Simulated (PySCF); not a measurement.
## Polarisability and C₆ of Mn⁺ (manganese, charge +1)

[Ar] 3d5 4s1, high-spin 7S determinant. Calculation: PySCF 2.14, in aug-cc-pVDZ (7s6p4d2f, 59 functions); no relativity, point nucleus. Coupled (time-dependent) response in atomic units; α is the mean over directions. A double-zeta set is small for polarisabilities.

```csv
method,mean α (bohr³),C₆ (like pair),S(−4)
UHF,40.32,223.1,1512
PBE,28.88,149.8,677.2
PBE0,31.11,162.7,819.7
```

S(−4) is the Cauchy moment in α(ω) = α(0) + S(−4) ω² + …

α(iu) at PBE0:

| u (hartree) | α(iu) (bohr³) |
| --- | --- |
| 0 | 31.11 |
| 0.0500 | 29.21 |
| 0.100 | 24.81 |
| 0.200 | 16.16 |
| 0.300 | 10.91 |
| 0.500 | 6.163 |
| 0.750 | 3.887 |
| 1.00 | 2.810 |
| 1.50 | 1.765 |
| 2.00 | 1.250 |
| 3.00 | 0.7396 |
| 5.00 | 0.3461 |

A single London oscillator, α(iu) = α/(1 + u²/ω²), gives C₆ = (3/4) ω α². Matching the computed C₆ needs ω = 4 × 162.7 / (3 × 31.11²) = 0.224 hartree.

For an ion, C₆ is the dispersion term alone; charge-induced terms of lower order in 1/R come first.
